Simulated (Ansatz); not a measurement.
Mulliken charges of `F[SiH][SiH2]F` radical from PBE/def2-TZVPP in Ansatz (PBE0-D4/def2-TZVP geometry).

| atom | x (Å) | y (Å) | z (Å) | charge (e) |
| --- | --- | --- | --- | --- |
| F1 | -0.102 | 0.895 | -2.234 | -0.266 |
| Si2 | 0.853 | 0.580 | -0.976 | 0.306 |
| Si3 | -0.370 | -0.631 | 0.627 | 0.411 |
| F4 | 0.694 | -1.186 | 1.692 | -0.280 |
| H5 | 1.400 | 1.887 | -0.507 | -0.052 |
| H6 | -1.373 | 0.171 | 1.377 | -0.059 |
| H7 | -1.041 | -1.784 | -0.025 | -0.059 |

By hand: the dipole of these point charges (1 e Å = 4.8032 D).

Σ q r = (0.011, 0.009, 0.026) e Å, of length 0.030 e Å = 0.14 D.

How does the dipole of the full density compare? (Best estimate.)

Ansatz gave: (-0.041, 0.042, 0.027) e Å, 0.31 D; the point charges give 0.45 times that, at 71° from its direction.

Point charges leave out the atoms' own dipoles, such as those of lone pairs, and Mulliken's split depends on the basis, so the two needn't agree.
